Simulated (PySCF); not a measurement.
Gas-phase reaction: 2 InCl + F2 = 2 InF + Cl2

Computed with PySCF and rigid-rotor harmonic-oscillator thermochemistry at 1 bar. † marks an energy on the PBE0/def2-TZVP geometry and frequencies; other levels use their own. MP2 and CCSD(T) freeze the core. All species are closed-shell singlets. B3LYP is the form with VWN-RPA correlation. In: scalar-relativistic def2 core potential, no spin-orbit coupling. MP2 isn't extrapolated to the basis-set limit; its ΔH°(298 K) is -250.0 kJ in def2-SVP and -279.6 kJ in def2-TZVPP. CCSD(T) isn't extrapolated to the basis-set limit; its ΔH°(298 K) is -230.2 kJ in def2-SVP and -261.1 kJ in def2-TZVPP. The harmonic model lacks anharmonicity and excited electronic states, which grow with temperature; levels with a mode under 35 cm⁻¹ are left out.

| level | ΔE electronic, kJ | ΔH°(298 K), kJ | ΔS°(298 K), J/K | ΔG°(1800 K), kJ |
|---|---|---|---|---|
| B3LYP/def2-TZVP† | -273 | -274 | -3 | -269 |
| CCSD(T)/def2-SVP† | -229 | -230 | -3 | -225 |
| MP2/def2-TZVPP† | -278 | -280 | -3 | -275 |
| PBE/def2-SVP | -216 | -217 | -3 | -213 |
| ωB97X-V/def2-TZVP† | -269 | -271 | -3 | -266 |
ΔH° is lowest at MP2/def2-TZVPP† and highest at PBE/def2-SVP. No reference value is set beside these.
